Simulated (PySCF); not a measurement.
The dipole of `CC(=O)O[C@H]1CCC[O+]1[AlH3-]` from its density and from atomic charges.

Coordinates (PBE0-D3(BJ)/def2-SVP, Å) and charges (e) from the PBE0/pcSseg-1 density (PySCF):

```json
{"atom": "C1", "x": "2.963", "y": "1.046", "z": "0.806", "Mulliken": "-0.2560", "IAO": "-0.4660", "Hirshfeld": "-0.1138", "ESP-fitted": "-0.5520"}
{"atom": "C2", "x": "2.219", "y": "-0.127", "z": "0.261", "Mulliken": "+0.3930", "IAO": "+0.5388", "Hirshfeld": "+0.2288", "ESP-fitted": "+0.7681"}
{"atom": "O3", "x": "2.680", "y": "-1.052", "z": "-0.343", "Mulliken": "-0.3910", "IAO": "-0.4409", "Hirshfeld": "-0.2424", "ESP-fitted": "-0.5296"}
{"atom": "O4", "x": "0.888", "y": "-0.016", "z": "0.534", "Mulliken": "-0.4719", "IAO": "-0.3567", "Hirshfeld": "-0.0945", "ESP-fitted": "-0.3771"}
{"atom": "C5", "x": "0.009", "y": "-0.863", "z": "-0.157", "Mulliken": "+0.3810", "IAO": "+0.2569", "Hirshfeld": "+0.1279", "ESP-fitted": "+0.3812"}
{"atom": "C6", "x": "-0.765", "y": "-1.756", "z": "0.789", "Mulliken": "-0.2109", "IAO": "-0.2730", "Hirshfeld": "-0.0709", "ESP-fitted": "-0.2951"}
{"atom": "C7", "x": "-1.851", "y": "-0.815", "z": "1.299", "Mulliken": "-0.2860", "IAO": "-0.2702", "Hirshfeld": "-0.0661", "ESP-fitted": "+0.0252"}
{"atom": "C8", "x": "-2.207", "y": "-0.030", "z": "0.049", "Mulliken": "+0.1184", "IAO": "-0.0591", "Hirshfeld": "+0.0306", "ESP-fitted": "-0.0349"}
{"atom": "O9", "x": "-0.991", "y": "-0.034", "z": "-0.739", "Mulliken": "-0.6701", "IAO": "-0.3340", "Hirshfeld": "-0.0562", "ESP-fitted": "-0.3008"}
{"atom": "Al10", "x": "-0.544", "y": "1.530", "z": "-1.902", "Mulliken": "+0.7015", "IAO": "+0.4409", "Hirshfeld": "+0.2873", "ESP-fitted": "+0.6936"}
{"atom": "H11", "x": "2.619", "y": "1.290", "z": "1.820", "Mulliken": "+0.1442", "IAO": "+0.1694", "Hirshfeld": "+0.0574", "ESP-fitted": "+0.1582"}
{"atom": "H12", "x": "2.745", "y": "1.914", "z": "0.164", "Mulliken": "+0.1775", "IAO": "+0.1856", "Hirshfeld": "+0.0682", "ESP-fitted": "+0.1693"}
{"atom": "H13", "x": "4.039", "y": "0.841", "z": "0.795", "Mulliken": "+0.1475", "IAO": "+0.1707", "Hirshfeld": "+0.0596", "ESP-fitted": "+0.1662"}
{"atom": "H14", "x": "0.554", "y": "-1.379", "z": "-0.958", "Mulliken": "+0.1659", "IAO": "+0.1786", "Hirshfeld": "+0.0519", "ESP-fitted": "+0.0839"}
{"atom": "H15", "x": "-1.198", "y": "-2.595", "z": "0.222", "Mulliken": "+0.1438", "IAO": "+0.1507", "Hirshfeld": "+0.0551", "ESP-fitted": "+0.1191"}
{"atom": "H16", "x": "-0.113", "y": "-2.165", "z": "1.572", "Mulliken": "+0.1534", "IAO": "+0.1640", "Hirshfeld": "+0.0576", "ESP-fitted": "+0.1202"}
{"atom": "H17", "x": "-2.720", "y": "-1.336", "z": "1.723", "Mulliken": "+0.1469", "IAO": "+0.1563", "Hirshfeld": "+0.0577", "ESP-fitted": "+0.0519"}
{"atom": "H18", "x": "-1.439", "y": "-0.145", "z": "2.067", "Mulliken": "+0.1510", "IAO": "+0.1532", "Hirshfeld": "+0.0485", "ESP-fitted": "+0.0546"}
{"atom": "H19", "x": "-2.486", "y": "1.016", "z": "0.235", "Mulliken": "+0.1639", "IAO": "+0.1664", "Hirshfeld": "+0.0615", "ESP-fitted": "+0.1029"}
{"atom": "H20", "x": "-2.988", "y": "-0.514", "z": "-0.556", "Mulliken": "+0.1449", "IAO": "+0.1553", "Hirshfeld": "+0.0559", "ESP-fitted": "+0.1119"}
{"atom": "H21", "x": "-0.652", "y": "2.725", "z": "-0.831", "Mulliken": "-0.2791", "IAO": "-0.2340", "Hirshfeld": "-0.2048", "ESP-fitted": "-0.3088"}
{"atom": "H22", "x": "-1.744", "y": "1.417", "z": "-2.959", "Mulliken": "-0.2705", "IAO": "-0.2227", "Hirshfeld": "-0.2012", "ESP-fitted": "-0.3122"}
{"atom": "H23", "x": "0.928", "y": "1.069", "z": "-2.345", "Mulliken": "-0.2973", "IAO": "-0.2302", "Hirshfeld": "-0.1977", "ESP-fitted": "-0.2955"}
```

Problem. What dipole does each set of charges give (1 e·Å = 4.803 D), and what does the density give?

Solution. The full density gives (-1.87, -2.50, 4.85) D, 5.76 D in size; dipole vectors point from the negative to the positive end.

| scheme | μx | μy | μz | size (D) | share of the full size (%) | angle to the full dipole (°) |
| --- | --- | --- | --- | --- | --- | --- |
| Mulliken | -1.70 | -1.94 | 5.39 | 5.98 | 104 | 8 |
| IAO | -1.94 | -2.58 | 5.05 | 5.99 | 104 | 0 |
| Hirshfeld | -1.27 | -2.75 | 4.63 | 5.53 | 96 | 7 |
| ESP-fitted | -1.94 | -2.49 | 4.79 | 5.74 | 100 | 1 |

Problem. Which set comes closest?

Solution. Length of the difference vector: ESP-fitted 0.09 D, IAO 0.23 D, Hirshfeld 0.68 D, Mulliken 0.80 D. Closest: ESP-fitted. ESP charges are fitted to the potential around the molecule, whose slowest-falling term is the dipole's. 

Problem. What is left for the Hirshfeld atoms' own dipoles?

Solution. The shares of the density sum to the whole, so what Σ q r misses lies in dipoles about the nuclei. The atomic dipoles sum to (-1.87, -2.50, 4.85) − (-1.27, -2.75, 4.63) = (-0.60, 0.25, 0.22) D, 0.68 D in size.

Problem. With the origin at the mean of the coordinates, (-0.002, 0.001, 0.067) Å, which are the largest single terms, by size, of the IAO dipole along the direction of the full one?

Solution. Al10 -4.54, H23 +3.09, H22 +2.77, C7 -2.58, H17 +2.14 D; all 23 atoms together +5.99 D. The single terms depend on the origin, their sum doesn't.

Problem. Give the size of the full dipole in other units.

Solution. 5.76 D = 2.268 au = 1.200 e·Å = 19.23 × 10⁻³⁰ C·m.

Geometry: PBE0-D3(BJ)/def2-SVP, one conformer, isolated molecule.

The run behind these numbers computed NMR shieldings as well. Time: 51 s; peak memory 1.3 GiB. Hardware: one thread of an Arm Neoverse V2, no GPU, on a shared host.
